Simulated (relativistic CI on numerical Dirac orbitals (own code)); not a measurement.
# Ir4+ (5d5) in a crystal field

Calculated by Dirac-Coulomb-Breit CI, KLI orbitals optimised for each configuration, QED by a radiative potential, one configuration in a parametric crystal field, unscaled Slater integrals (own radial code). With so little scaling, terms lie 10 to 35 % too far apart, which can change the order of excited levels.

Field parameters in Wybourne normalisation: Td as Oh with Dq negative (B⁴₀ = 21Dq, B⁴₄ = √(5/14) B⁴₀). The field is a parameter set, without covalency.

S is read from ⟨S²⟩ = S(S + 1).

Site symmetry Td; labels are those of the double group. Computed levels in cm⁻¹ above the lowest, in rising order:

```csv
Δ (size of 10Dq),Lowest,No. 2,No. 3,No. 4,No. 5,No. 6,No. 7,No. 8
3800,Γ8,17 Γ7,20956 Γ8,23384 Γ7,25623 Γ8,25627 Γ6,25967 Γ7,27108 Γ8
6800,Γ8,29 Γ7,18770 Γ8,22024 Γ7,23422 Γ6,23490 Γ8,25096 Γ7,26332 Γ6
9800,Γ8,44 Γ7,16097 Γ8,19660 Γ7,20956 Γ6,21165 Γ8,24317 Γ7,25118 Γ6
12850,Γ8,69 Γ7,13026 Γ8,16942 Γ7,18421 Γ6,18752 Γ8,22985 Γ7,23652 Γ6
15850,Γ8,129 Γ7,9806 Γ8,14158 Γ7,16027 Γ6,16447 Γ8,21242 Γ7,21958 Γ8
18900,Γ8,328 Γ7,6725 Γ8,11471 Γ7,13913 Γ6,14397 Γ8,19465 Γ7,19877 Γ8
```

Ground-state S against |10Dq| in cm⁻¹: 3800: 2.41, 6800: 2.40, 9800: 2.39, 12850: 2.35, 15850: 2.29, 18900: 2.14.

No abrupt spin change occurs in this range.
